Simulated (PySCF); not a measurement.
H$_{3}$AlBrN (SMILES [NH2][AlH][Br]), singlet, geometry from GFN2-xTB (such geometries of metal compounds can be far from the true shape), with bond 3-1 at 1.8 times its length; CASSCF(6,4)/STO-3G (PySCF).

PySCF was given this input:
```python
from pyscf import gto, scf, mcscf
import numpy

mol = gto.M(
    atom='''
Al   -0.283772   -1.175535   -0.024287
H    -1.259570   -1.854244   -0.970369
Br    0.175639    2.815995   -0.520525
N     0.595722   -2.078677    1.216901
H     1.262010   -1.707831    1.886641
H     0.515559   -3.074583    1.380274
''',
    basis='sto-3g',
    charge=0,
    spin=0,
    verbose=4,
)

mf = scf.RHF(mol)
mf.kernel()
mc = mcscf.CASSCF(mf, 4, 6)
mc.fix_spin_(ss=0.0)
mc.kernel()
occ = numpy.linalg.eigvalsh(mc.fcisolver.make_rdm1(mc.ci, mc.ncas, mc.nelecas))[::-1]
ss = mc.fcisolver.spin_square(mc.ci, mc.ncas, mc.nelecas)[0]
print('natural occupations', occ.round(4), ' <S^2>', round(ss, 4))
```

Task: Write the output that PySCF gives for this input, abridged.

Result: 
```
PySCF version 2.14.0

[INPUT] verbose = 4
[INPUT] num. atoms = 6
[INPUT] num. electrons = 58
[INPUT] charge = 0
[INPUT] spin (= nelec alpha-beta = 2S) = 0
[INPUT] symmetry False subgroup None
[INPUT] Mole.unit = angstrom
[INPUT] Symbol           X                Y                Z      unit          X                Y                Z       unit  Magmom
[...]
nuclear repulsion = 141.119849538697
number of shells = 19
number of NR pGTOs = 105
number of NR cGTOs = 35
basis = sto-3g
ecp = {}

******** <class 'pyscf.scf.hf.RHF'> ********
method = RHF
initial guess = minao
damping factor = 0
level_shift factor = 0
DIIS = <class 'pyscf.scf.diis.CDIIS'>
diis_start_cycle = 1
diis_space = 8
diis_damp = 0
SCF conv_tol = 1e-09
SCF conv_tol_grad = None
SCF max_cycles = 50
direct_scf = True
direct_scf_tol = 1e-13
Set gradient conv threshold to 3.16228e-05
Initial guess from minao.
init E= -2834.80561916333
[...]
cycle= 1 E= -2838.93968703324  delta_E= -4.13  |g|= 0.354  |ddm|=  2.7
[...]
cycle= 2 E= -2839.00269635177  delta_E= -0.063  |g|= 0.134  |ddm|= 1.11
[...]
cycle= 3 E= -2839.0148665157  delta_E= -0.0122  |g|= 0.0337  |ddm|= 0.444
[...]
cycle= 4 E= -2839.01586634851  delta_E= -0.001  |g|= 0.00699  |ddm|= 0.117
[...]
cycle= 5 E= -2839.01589825771  delta_E= -3.19e-05  |g|= 0.00132  |ddm|= 0.017
[...]
cycle= 6 E= -2839.01589939408  delta_E= -1.14e-06  |g|= 0.000336  |ddm|= 0.00394
[...]
cycle= 7 E= -2839.01589949563  delta_E= -1.02e-07  |g|= 0.000125  |ddm|= 0.00161
[...]
cycle= 8 E= -2839.01589951507  delta_E= -1.94e-08  |g|= 3.03e-05  |ddm|= 0.000665
[...]
cycle= 9 E= -2839.01589951666  delta_E= -1.59e-09  |g|= 6.59e-06  |ddm|= 0.000178
[...]
cycle= 10 E= -2839.01589951687  delta_E= -2.1e-10  |g|= 4.85e-06  |ddm|= 6.88e-05
[...]
Extra cycle  E= -2839.01589951698  delta_E= -1.1e-10  |g|= 4.12e-06  |ddm|= 4.12e-05
converged SCF energy = -2839.01589951698

******** <class 'pyscf.mcscf.mc1step.CASSCF'> ********
CAS (3e+3e, 4o), ncore = 26, nvir = 5
max_cycle_macro = 50
max_cycle_micro = 4
conv_tol = 1e-07
conv_tol_grad = None
orbital rotation max_stepsize = 0.02
orbital rotation threshold for CI restart = 0.01
augmented hessian ah_max_cycle = 30
augmented hessian ah_conv_tol = 1e-12
augmented hessian ah_linear dependence = 1e-14
augmented hessian ah_level shift = 1e-08
augmented hessian ah_start_tol = 2.5
augmented hessian ah_start_cycle = 3
augmented hessian ah_grad_trust_region = 3
kf_trust_region = 3
kf_interval = 4
ci_response_space = 4
ci_grad_trust_region = 3
[...]
CASCI E = -2839.07589798115  S^2 = 0.0000000
[...]
macro iter  40 ( 25 JK    4 micro), CASSCF E = -2839.08430359451  dE = -3.72788600e-06  S^2 = 0.0000000
               |grad[o]|=0.000989  |grad[c]|=0.000375  |ddm|=0.000102  |maxRot[o]|=0.0205
macro iter  41 ( 21 JK    4 micro), CASSCF E = -2839.08429948107  dE =  4.11344081e-06  S^2 = 0.0000000
               |grad[o]|=0.000965  |grad[c]|=0.000824  |ddm|=0.000285  |maxRot[o]|=0.0246
macro iter  42 ( 25 JK    4 micro), CASSCF E = -2839.08430328617  dE = -3.80510483e-06  S^2 = 0.0000000
               |grad[o]|=0.00106  |grad[c]|=0.000359  |ddm|=0.000163  |maxRot[o]|=0.0209
macro iter  43 ( 21 JK    4 micro), CASSCF E = -2839.08429908388  dE =  4.20229344e-06  S^2 = 0.0000000
               |grad[o]|=0.00103  |grad[c]|=0.000832  |ddm|=0.000293  |maxRot[o]|=0.0253
macro iter  44 ( 25 JK    4 micro), CASSCF E = -2839.08430289249  dE = -3.80861002e-06  S^2 = 0.0000000
               |grad[o]|=0.00113  |grad[c]|=0.000323  |ddm|=0.000231  |maxRot[o]|=0.0205
macro iter  45 ( 21 JK    4 micro), CASSCF E = -2839.08429879552  dE =  4.09697259e-06  S^2 = 0.0000000
               |grad[o]|=0.00111  |grad[c]|=0.000893  |ddm|=0.000311  |maxRot[o]|=0.0246
macro iter  46 ( 25 JK    4 micro), CASSCF E = -2839.08430259989  dE = -3.80437086e-06  S^2 = 0.0000000
               |grad[o]|=0.00118  |grad[c]|=0.000284  |ddm|=0.000291  |maxRot[o]|= 0.02
macro iter  47 ( 21 JK    4 micro), CASSCF E = -2839.08429819991  dE =  4.39997348e-06  S^2 = 0.0000000
               |grad[o]|=0.00115  |grad[c]|=0.000954  |ddm|=0.000248  |maxRot[o]|=0.0261
macro iter  48 ( 25 JK    4 micro), CASSCF E = -2839.08430197681  dE = -3.77689639e-06  S^2 = 0.0000000
               |grad[o]|=0.0012  |grad[c]|=0.000266  |ddm|=0.000227  |maxRot[o]|=0.0191
macro iter  49 ( 21 JK    4 micro), CASSCF E = -2839.08429749436  dE =  4.48244600e-06  S^2 = 0.0000000
               |grad[o]|=0.00116  |grad[c]|=0.00108  |ddm|=0.00023  |maxRot[o]|=0.0267
macro iter  50 ( 25 JK    4 micro), CASSCF E = -2839.08430131437  dE = -3.82001190e-06  S^2 = 0.0000000
               |grad[o]|=0.0012  |grad[c]|=0.00026  |ddm|=0.000121  |maxRot[o]|=0.019
1-step CASSCF not converged,  50 macro (1079 JK 198 micro) steps
CASSCF canonicalization
Density matrix diagonal elements [1.9999999  1.99984326 1.23939133 0.76076551]
CASSCF energy = -2839.08430131437
CASCI E = -2839.08430131437  E(CI) = -13.0465410553743  S^2 = 0.0000000
natural occupations [2.     1.9999 1.2944 0.7057]  <S^2> 0.0
```

Convergence was not reached.
